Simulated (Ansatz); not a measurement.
Consider the formal exchange of groups at a B–C bond: `CCCBO` + `BCCl` → `BC(Cl)BO` + `CCC`.

Calculated with Ansatz (gas phase, PBE0-D4/def2-TZVP geometries, no zero-point term in ΔE). CCSD(T)/CBS is the MP2 limit (def2-TZVPP, def2-QZVPP) plus CCSD(T) − MP2 in def2-TZVPP, frozen cores. DFT in def2-TZVPP. One conformer a species, not always the lowest.

| species | PBE energy (Eh) |
| --- | --- |
| `CCCBO` | -219.64998 |
| `BCCl` | -525.27526 |
| `BC(Cl)BO` | -625.93504 |
| `CCC` | -119.00348 |

Work out ΔE.

ΔE = (-625.93504) + (-119.00348) − (-219.64998) − (-525.27526) = -0.01328 Eh = -0.36 eV. CCSD(T)/CBS gives -0.33 eV.

Largest T1 diagnostic among the species: 0.013.

In def2-TZVPP, CCSD(T) changes the Hartree–Fock value by −0.10 eV (the triples alone add −0.03 eV) and MP2 by −0.12 eV.
